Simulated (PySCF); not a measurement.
An unknown is described by computed data only.

Formula: C5H4F6O2.

| Quantity | Value |
| --- | --- |
| 1H NMR | chemical shifts (computed TMS as zero) by class: 4.12 (3 H), 3.81 (1 H) ppm [GIAO PBE0/pcSseg-1] |
| Dipole | 2.06 D [PBE0/pcSseg-1] |
| 13C NMR | chemical shifts (computed TMS as zero) by class: 166.0 (1 C), 130.8 (2 C), 61.9 (1 C), 55.5 (1 C) ppm [GIAO PBE0/pcSseg-1] |
| NMR, other nuclei | isotropic shieldings of nuclei other than C and H, by class: -125 (1 O), 143 (1 O), 248 (6 F) ppm [GIAO PBE0/pcSseg-1] |
| Rotational structure | rotational constants A, B, C: 0.932, 0.795, 0.576 GHz [GFN2-xTB] |

The electronic properties come from PySCF, for the isolated species, density fitting. Levels stand in brackets. The structure is a single GFN2-xTB conformer in the gas phase; no vibrational or solvent corrections. Each NMR value is the plain mean over a class of atoms that symmetry, rotation or inversion makes alike.

Task: Propose a structure and show how it fits.

Result: Numbering: `[CH3:1][O:2][C:3](=[O:4])[CH:5]([C:6]([F:7])([F:8])[F:9])[C:10]([F:11])([F:12])[F:13]`. Its formula, C5H4F6O2, gives 1 degree of unsaturation: 0 rings and 1 π bond in the structure found. 5 carbons fall into 4 classes; from least to most shielded: ester carbonyl carbon [C3] (166.0 ppm), CF3 carbon [C6/C10] (130.8 ppm, 2 C), sp3 carbon next to a carbonyl [C5] (61.9 ppm), methoxy carbon [C1] (55.5 ppm). Hydrogen classes from least to most shielded: 3 H on a methoxy carbon, C1 (4.12 ppm, a mean of values up to 0.5 ppm apart in this geometry), 1 H on an sp3 carbon next to a carbonyl, C5 (3.81 ppm). The other shieldings belong to: -125 ppm, ester carbonyl oxygen [O4]; 143 ppm, ester single-bonded oxygen [O2]; 248 ppm, fluorine of a CF3 group [F7/F8/F9/F11/F12/F13]. By its constants the optimised geometry is an asymmetric top. Structure: MeOCOCH(CF3)2, `COC(=O)C(C(F)(F)F)C(F)(F)F`. The assignments are read from this structure; whether some other isomer fits the data as well wasn't checked.

Conformer computed: `[CH3:1][O:2][C:3](=[O:4])[CH:5]([C:6]([F:7])([F:8])[F:9])[C:10]([F:11])([F:12])[F:13]`: C1–O2–C3–O4 0°, O2–C3–C5–C6 62°, C3–C5–C6–F7 172°, C3–C5–C10–F11 68°.
